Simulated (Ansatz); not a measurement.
Mulliken charges of `O=C1C=C(I)C(=O)O1` from B3LYP/def2-TZVPP in Ansatz (PBE0-D4/def2-TZVP geometry).

```json
{"atom": "O1", "x (Å)": "0.843", "y (Å)": "-2.137", "z (Å)": "1.141", "charge (e)": "-0.211"}
{"atom": "C2", "x (Å)": "0.448", "y (Å)": "-1.198", "z (Å)": "0.534", "charge (e)": "0.303"}
{"atom": "C3", "x (Å)": "0.234", "y (Å)": "0.194", "z (Å)": "0.979", "charge (e)": "-0.191"}
{"atom": "C4", "x (Å)": "-0.222", "y (Å)": "0.884", "z (Å)": "-0.063", "charge (e)": "-0.104"}
{"atom": "I5", "x (Å)": "-0.743", "y (Å)": "2.849", "z (Å)": "-0.226", "charge (e)": "0.162"}
{"atom": "C6", "x (Å)": "-0.322", "y (Å)": "-0.046", "z (Å)": "-1.231", "charge (e)": "0.270"}
{"atom": "O7", "x (Å)": "-0.682", "y (Å)": "0.171", "z (Å)": "-2.337", "charge (e)": "-0.202"}
{"atom": "O8", "x (Å)": "0.096", "y (Å)": "-1.280", "z (Å)": "-0.802", "charge (e)": "-0.191"}
{"atom": "H9", "x (Å)": "0.436", "y (Å)": "0.517", "z (Å)": "1.988", "charge (e)": "0.165"}
```

Task: By hand: the dipole of these point charges (1 e Å = 4.8032 D).

Result: Σ q r = (-0.080, 0.703, 0.325) e Å, of length 0.779 e Å = 3.74 D.

Task: How does the dipole of the full density compare? (Estimate.)

Result: The calculation gave: (-0.048, 0.700, 0.438) e Å, 3.97 D; the point charges give 0.94 times that, at 8° from its direction.

Point charges leave out the atoms' own dipoles, such as those of lone pairs, and Mulliken's split depends on the basis, so the close match here is no proof of good charges.

B3LYP here is the variant with VWN-RPA as its local correlation; programs differ in this.
